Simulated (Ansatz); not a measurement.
Born–Oppenheimer molecular dynamics of Cl2Zn (3 atoms, charge 0, multiplicity 1). It goes on from the last frame of an earlier run, with new velocities.

All numbers below come from RKS PBE0-D4/def2-SVP in Ansatz 0.2.0.

```yaml
ensemble: NVT, Langevin thermostat
time_step: 1 fs
steps_asked: 166
set_temperature: 50 K
friction: 0.001 /fs
temperature_schedule: 41 steps to 50 K, then 125 steps to 150 K
seed: 118346
```

First frame:

```xyz
3
Properties=species:S:1:pos:R:3
Zn -0.017 0.104 -0.023
Cl 0.016 -0.096 2.139
Cl 0.016 -0.095 -2.098
```

Problem. How far do the bonds stretch over the last three quarters of this one trajectory? (Pairs bonded in most of those frames.)

Solution. 
```tsv
bond	mean (Å)	spread (Å)	shortest	longest
Zn1–Cl2	2.092	0.027	2.04	2.12
Zn1–Cl3	2.094	0.044	2.04	2.18
```

Mean temperature of the second half: 95 K. The schedule's set-point averaged 117 K over the second half and the system 95 K, so it lags behind the ramp. A run of 0.17 ps of so small a system gives no equilibrium averages.

Run time: 6.2 min on 1 thread of Arm Neoverse V1 (shared host), peak memory 0.13 GiB.
